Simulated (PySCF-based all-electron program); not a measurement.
The numbers below are computed, except where a source is named.
**Force along the bond of SnO, singlet**

Method: all-electron DFT (in-house code on PySCF), basis-limit composite values; Koelling–Harmon scalar relativity, no spin–orbit coupling, spin-restricted. Forces are good to about 0.007 eV/Å. In part, the full relativistic part was added along one bond alone. A positive force pushes the atoms apart.

| r (Å) | PBE (eV/Å) |
| --- | --- |
| 1.647 | 11.526 |
| 1.651 | 11.171 |
| 1.830 | ? |
| 1.835 | ? |

Task: What does PBE give at the lengths left open?

Result: 1.830 Å: 0.603 eV/Å; 1.835 Å: 0.422 eV/Å.
